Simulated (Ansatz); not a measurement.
H$_{3}$Ga, singlet (typed; the unrestricted solution is spin-contaminated), geometry from GFN2-xTB (such geometries of metal compounds can be far from the true shape); SVWN5/STO-3G in Ansatz (a first-principles code).

Here is a job for Ansatz.
Ansatz 0.2 input:
```yaml
crystal:
  periodic: [false, false, false]
  atoms:
    - {symbol: Ga, position_ang: [0.00000000, -0.00000000, 0.00000000]}
    - {symbol: H, position_ang: [0.66218224, -0.42756453, 1.35383279]}
    - {symbol: H, position_ang: [-0.30059287, 1.51137788, -0.28202977]}
    - {symbol: H, position_ang: [-0.36158937, -1.08381336, -1.07180302]}
basis:
  gaussian:
    orbitals: STO-3G
hamiltonian:
  xc: {name: SVWN5}
magnetization: {spin_polarized: true}
```

Problem. Write the output that Ansatz gives for this input, abridged.

Solution. 
```
Functional definition: SVWN5
213 factors; integrals over basis functions are off by at most 6.6e-5 eV
mean field evaluation 1: about -51124.1776 eV, gradient 2.0e2 eV
mean field evaluation 2: about -51672.9400 eV, gradient 5.0e1 eV
mean field evaluation 4: about -51093.3495 eV, gradient 1.4e2 eV
mean field evaluation 8: about -51711.5936 eV, gradient 2.7e1 eV
mean field evaluation 16: about -51720.9589 eV, gradient 4.3e0 eV
mean field evaluation 32: about -51721.4138 eV, gradient 2.9e-3 eV
mean field evaluation 64: about -51721.4140 eV, gradient 6.0e-3 eV
mean field evaluation 96: about -51716.2008 eV, gradient 2.3e1 eV
mean field evaluation 128: about -51720.5476 eV, gradient 6.9e-7 eV
mean field evaluation 160: about -51720.5478 eV, gradient 6.8e-2 eV
mean field evaluation 192: about -51721.3805 eV, gradient 1.2e0 eV
mean field evaluation 224: about -51721.3948 eV, gradient 1.4e0 eV
mean field evaluation 256: about -51721.2497 eV, gradient 2.6e0 eV
mean field evaluation 288: about -51720.4917 eV, gradient 2.8e0 eV
mean field evaluation 320: about -51699.4300 eV, gradient 3.6e1 eV
mean field evaluation 352: about -51721.4140 eV, gradient 3.1e-3 eV
mean field evaluation 384: about -51721.3932 eV, gradient 1.9e-1 eV
mean field evaluation 416: about -51721.4139 eV, gradient 6.3e-3 eV
mean field evaluation 448: about -51721.4139 eV, gradient 1.1e-2 eV
mean field -51721.41401347 eV, -1900.7269069613 hartree, gradient 4.8e-6 eV, S^2 0.548744; 26 other end points of the search recorded, 0 dependent functions left out
reference -51721.41402868 eV, -1900.7269075204 hartree; 17, 17 occupied and 4, 4 virtual orbitals, 213 factors
Total energy: -51721.41402868 eV, -1900.7269075204 hartree
```
